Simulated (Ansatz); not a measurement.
Several settings on one geometry of cis-[VF2(H2O)4]+ (VO4F2H8⁺) (that of the charge 1 triplet, PBE0-D4/def2-SVP). Ansatz on 4 threads of Intel Xeon 6975P-C on a shared host; times are rough.

```xyz
15

V     0.3153   -0.0002    0.3110
F    -0.0190    0.0737    2.0429
O     0.0473   -0.0865   -1.8148
H    -0.4940   -0.7867   -2.2052
H     0.8864   -0.0754   -2.2980
F     2.0426   -0.0618   -0.0461
O    -1.8104    0.0718    0.0365
H    -2.1865    0.8392   -0.4177
H    -2.3002   -0.0245    0.8665
O     0.3505    2.0957    0.3373
H     1.1588    2.5016   -0.0097
H     0.2839    2.3860    1.2610
O     0.3632   -2.0933    0.4000
H     0.0794   -2.4579    1.2518
H     1.2826   -2.3817    0.2846
```

Totals from different functionals, basis sets or treatments of relativity can't be compared as stabilities.

Question: Give the basis size and estimate the energy, ⟨S²⟩ and time of these runs.

```csv
run,method,charge,state,further keys
1,ROKS B3LYP5/def2-mTZVPP,1,triplet,scf: {omitted_lower_state_checks: [starts]}
2,UKS PBE0/aug-cc-pVDZ,1,triplet,"fitting: {mean_field: def2-universal-jkfit}; point_charges: [{charge: 1.00, position_ang: [5.608, -0.453, -0.230]}]; scf: {lower_state_search: off}; forces asked"
3,UKS r2SCAN50/aug-cc-pVDZ,1,triplet,forces asked
```

Answer: 
| run | functions | energy (Eh) | ⟨S²⟩ | wall time |
| --- | --- | --- | --- | --- |
| 1 | 217 | -1449.3336 | – | 12 s |
| 2 | 269 | -1448.7085 | 2.01 | 7.5 s |
| 3 | 269 | -1449.0624 | 2.01 | 61 s |
